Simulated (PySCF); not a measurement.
# Energy of Co⁺ (cobalt, charge +1) between two integer charges

The 3d beta orbital of [Ar] 3d8 is emptied in steps (occupation f), with all orbitals relaxed, ending at [Ar] 3d7. Calculation: PySCF 2.14, in aug-cc-pVTZ (8s7p5d3f2g, 93 functions); the non-relativistic Hamiltonian (point nucleus). The exact energy is a straight line in f; departures are measured from the line between the end points of the same method.

```
  f  LDA (eV)  PBE (eV)
  1     0.000     0.000
0.8    -1.119    -1.078
0.6    -1.705    -1.642
0.4    -1.730    -1.664
0.2    -1.169    -1.123
  0     0.000     0.000
```

For PBE, how does the orbital energy at f = 1 compare with the removal energy?

−ε = 11.663 eV against a total-energy difference of 18.297 eV. By Janak's theorem ε = ∂E/∂f, so the gap between them reflects the curvature. Along the path −ε is 14.170 (f = 0.8), 16.813 (f = 0.6), 19.576 (f = 0.4), 22.443 (f = 0.2) eV.

| method | E(f=0) − E(f=1) (eV) | −ε at f=1 (eV) | −ε at f=0.4 (eV) |
| --- | --- | --- | --- |
| LDA | 18.709 | 11.832 | 20.029 |
| PBE | 18.297 | 11.663 | 19.576 |

Reference removal energy between the ground levels: 17.084 eV (measured; NIST Atomic Spectra Database, ionization energies). The calculation has no spin-orbit coupling. The determinant left behind need not be the lowest term of the ion.
